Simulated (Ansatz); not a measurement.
The cluster Ca₇Si₂⁻. The state is a doublet with charge -1. Geometry PBE0-D4/def2-SVP, that of the neutral singlet; atoms count from 1.

```
atom    x (Å)    y (Å)    z (Å)
 Ca1  -2.3802   0.7476   0.8359
 Ca2   0.0873  -0.5294   3.1036
 Ca3   3.1156  -0.8016   1.0852
 Ca4   1.6286  -0.0853  -2.3564
 Ca5  -1.5899  -2.6585   0.3229
 Ca6  -1.1676   2.2809  -2.2555
 Ca7   1.0810   2.2517   0.6217
 Si8   0.4165  -0.6333   0.2035
 Si9  -1.1913  -0.5721  -1.5607
```

The charge -1 doublet is spin-contaminated (final ⟨S²⟩ up to 1.08, 0.75 for a pure state). The structure comes from a short search, and lower isomers may exist.

**Question.** Estimate the Mulliken populations from the PBE0/def2-TZVPD orbitals of Ansatz.

**Answer.** 
```
atom  charge (e)  spin (α − β)
 Ca1        0.18          0.00
 Ca2        0.18          0.20
 Ca3        0.12          0.13
 Ca4        0.23          0.17
 Ca5        0.14          0.45
 Ca6        0.05         -0.06
 Ca7        0.30         -0.06
 Si8       -1.37          0.11
 Si9       -0.83          0.05
```
Mulliken values and Mayer orders depend strongly on the basis. With diffuse functions, as here, like atoms can get unlike values, and bond orders can come out too low or too high.

**Question.** Where does the spin sit?

**Answer.** Summed by element: Ca 0.84, Si 0.16, of 1 unpaired in all. Largest on single atoms: Ca5 0.45, Ca2 0.20, Ca4 0.17.

**Question.** And the Mayer bond orders between bonded heavy atoms (over 0.3)?

**Answer.** Ca1–Ca2 0.53 (3.59 Å); Ca1–Ca5 0.42 (3.53 Å); Ca1–Ca6 0.48 (3.66 Å); Ca1–Ca7 0.35 (3.78 Å); Ca1–Si9 0.35 (2.98 Å); Ca2–Ca3 0.47 (3.65 Å); Ca2–Ca5 0.38 (3.88 Å); Ca2–Ca7 0.37 (3.86 Å); Ca2–Si8 0.44 (2.92 Å); Ca3–Ca4 0.40 (3.82 Å); Ca3–Ca7 0.34 (3.70 Å); Ca3–Si8 0.82 (2.84 Å); Ca4–Ca6 0.45 (3.66 Å); Ca4–Si8 0.56 (2.88 Å); Ca4–Si9 0.49 (2.97 Å); Ca5–Si8 0.72 (2.85 Å); Ca5–Si9 0.68 (2.84 Å); Ca6–Ca7 0.61 (3.65 Å); Ca6–Si9 0.53 (2.94 Å); Si8–Si9 0.61 (2.39 Å).
